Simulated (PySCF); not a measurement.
[Ti(CH3)3(H)] (charge 0, multiplicity 1)

The numbers are results of TPSSh-D3(BJ)/def2-TZVP // PBE-D3(BJ)/def2-SVP run with PySCF, not measurements.

The HOMO comes out as -6.98 eV. The dipole moment is 1.08 D and the HOMO–LUMO gap comes out as 4.77 eV. The LUMO is -2.21 eV and the charge on the central atom (Mulliken) is 1.00 e. The charge on the central atom (meta-Löwdin) comes out as 1.20 e and the total energy is -26390.85 eV. The cost is about 8 core-minutes (a rough figure).

Bonds (Å): Ti1–C2 2.052, Ti1–C6 2.051, Ti1–C10 2.054, Ti1–H14 1.732, C2–H3 1.116, C2–H4 1.111, C2–H5 1.111, C6–H7 1.111, C6–H8 1.110, C6–H9 1.117, C10–H11 1.111, C10–H12 1.115, C10–H13 1.111. Bond angles (°): C2–Ti1–C6 111.4, C2–Ti1–C10 111.1, C2–Ti1–H14 108.1, C6–Ti1–C10 110.7, C6–Ti1–H14 107.5, C10–Ti1–H14 107.9, Ti1–C2–H3 103.6, Ti1–C2–H4 112.5, Ti1–C2–H5 112.2, H3–C2–H4 109.2, H3–C2–H5 109.2, H4–C2–H5 109.9, Ti1–C6–H7 112.5, Ti1–C6–H8 113.3, Ti1–C6–H9 102.2, H7–C6–H8 110.1, H7–C6–H9 109.1, H8–C6–H9 109.2, Ti1–C10–H11 112.6, Ti1–C10–H12 104.4, Ti1–C10–H13 111.4, H11–C10–H12 109.2, H11–C10–H13 109.8, H12–C10–H13 109.2.
